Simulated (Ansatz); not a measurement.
Input file for CH$_{4}$AlFOSi (`[F][Al]1[CH2]O[SiH2]1`):

```yaml
crystal:
  periodic: [false, false, false]
  atoms:
    - {symbol: F, position_ang: [-1.835329, -1.758114, -1.704073]}
    - {symbol: Al, position_ang: [-0.859434, -0.843445, -0.740677]}
    - {symbol: C, position_ang: [0.395766, 0.677227, -1.020885]}
    - {symbol: O, position_ang: [0.761848, 0.777046, 0.371465]}
    - {symbol: Si, position_ang: [0.039062, -0.301185, 1.431472]}
    - {symbol: H, position_ang: [1.291486, 0.488850, -1.621034]}
    - {symbol: H, position_ang: [-0.031448, 1.627847, -1.355279]}
    - {symbol: H, position_ang: [1.058729, -1.129770, 2.135212]}
    - {symbol: H, position_ang: [-0.732381, 0.415244, 2.486699]}
basis:
  gaussian: {orbitals: def2-TZVPP}
correlation: {method: ccsd_t}
```

```sh
$ ansatz run in.yaml --threads 4 --pin off --events-out ev --progress --plain --max-ram 10444MiB
```

The program prints (abridged):

```
Functional definition: HF
1406 factors; integrals over basis functions are off by at most 8.9e-4 eV
mean field evaluation 1: about -20282.1928 eV, gradient 4.5e1 eV
mean field evaluation 2: about -20282.4823 eV, gradient 4.6e1 eV
mean field evaluation 4: about -20286.8220 eV, gradient 4.0e0 eV
mean field evaluation 8: about -20286.9172 eV, gradient 4.6e-1 eV
mean field evaluation 16: about -20286.9183 eV, gradient 1.4e-6 eV
mean field -20286.91834657 eV, -745.5304982694 hartree, gradient 1.4e-6 eV, S^2 0.000000; 0 other end points of the search recorded, 0 dependent functions left out
13 core orbitals not correlated: weight in the atoms' cores, before any rotation towards them, 1.000 or more for the frozen orbitals, at most 0.000 for the correlated occupied ones
reference -20286.91834657 eV, -745.5304982694 hartree; 14, 14 occupied and 206, 206 virtual orbitals, 1406 factors
second order -22.96000522 eV of doubles, -0.00000000 eV of singles
cycle   1  -23.06880764 eV  change   -1.1e-1 eV  update   1.2e-1
cycle   2  -23.64365399 eV  change   -5.7e-1 eV  update   3.8e-2
cycle   3  -23.80166166 eV  change   -1.6e-1 eV  update   2.1e-2
cycle   4  -23.78641338 eV  change    1.5e-2 eV  update   5.2e-3
cycle   5  -23.78231252 eV  change    4.1e-3 eV  update   2.7e-3
cycle   6  -23.78401351 eV  change   -1.7e-3 eV  update   9.5e-4
cycle   7  -23.78381407 eV  change    2.0e-4 eV  update   4.1e-4
cycle   8  -23.78358942 eV  change    2.2e-4 eV  update   1.4e-4
cycle   9  -23.78365861 eV  change   -6.9e-5 eV  update   5.4e-5
cycle  10  -23.78368372 eV  change   -2.5e-5 eV  update   2.0e-5
perturbative correction -0.89083657 eV, -0.0327376401 hartree
Total energy: -20311.59286686 eV, -746.4372701652 hartree
```

Run time 80 s (4 threads of an Arm Neoverse V2 on a shared host); peak host memory 4 GiB.

Correlation energy per correlated electron: -0.881 eV. T1 diagnostic: 0.0146.
